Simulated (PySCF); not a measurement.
A side-by-side comparison of computed properties.

First species: C2H7BO2.
SMILES: `COBOC`

Second species: C5H4Cl3N.
SMILES: `C(Cl)(Cl)[C@]1(Cl)[C@H](C#N)C1`

Levels: B3LYP/def2-SVPD for dipole moment, HOMO energy, LUMO energy, HOMO–LUMO gap, static isotropic polarisability and electronic spatial extent ⟨r²⟩ about the centre of nuclear charge; TDDFT B3LYP/def2-SVPD for lowest singlet excitation; TDA B3LYP/def2-SVPD for lowest triplet excitation (Tamm–Dancoff); ΔSCF B3LYP/def2-SVPD for vertical ionisation energy; PBE0-D3(BJ)/def2-SVP for rotational constant A and rotational constant C. Geometries: PBE0-D3(BJ)/def2-SVP. All species are isolated and taken at one optimised geometry, non-relativistic unless stated; the electronic structure was computed with PySCF and density fitting.

The conformers computed, where there is a choice (atom-mapped SMILES and torsion angles):
- `[CH3:1][O:2][BH:3][O:4][CH3:5]`: C1–O2–B3–O4 180°, O2–B3–O4–C5 180°
- `[N:1]#[C:2][C@@H:3]1[CH2:4][C@:5]1([Cl:6])[CH:7]([Cl:8])[Cl:9]`: C4–C5–C7–Cl8 -154°

Problem. Which has the higher T1 energy?

Solution. The first: 6.59 eV against 5.76 eV, a difference of 0.83 eV.

Problem. Which of the two has the higher dipole moment, and by how much?

Solution. The second: 3.32 D against 1.61 D, a difference of 1.71 D.

Problem. Which has the higher LUMO energy?

Solution. The first: 0.37 eV against -1.16 eV, a difference of 1.53 eV.

Problem. Which of the two has the higher vertical ionisation energy, and by how much?

Solution. The second: 10.49 eV against 10.22 eV, a difference of 0.27 eV.

Problem. Which has the higher HOMO energy?

Solution. The first: -7.95 eV against -8.55 eV, a difference of 0.60 eV.

Problem. Which has the higher rotational constant A?

Solution. The first: 30.824 GHz against 1.167 GHz, a difference of 29.657 GHz.

Problem. Which of the two has the higher S1 energy, and by how much?

Solution. The first: 7.49 eV against 6.32 eV, a difference of 1.17 eV.

Problem. Which of the two has the higher ⟨r²⟩, and by how much?

Solution. The second: 1745 bohr² against 601 bohr², a difference of 1144 bohr².

On the first: The dipole matches unit charges of opposite sign 0.33 Å apart (1 e·Å = 4.8032 D). The vertical singlet–triplet gap S1 − T1 is 0.90 eV (TDDFT singlet less Tamm–Dancoff triplet; S1: HOMO→LUMO+1, weight 0.97; T1: HOMO→LUMO, weight 0.96).

On the second: S1 lies 1.07 eV below the HOMO–LUMO gap; its leading configuration is HOMO→LUMO, weight 0.95.
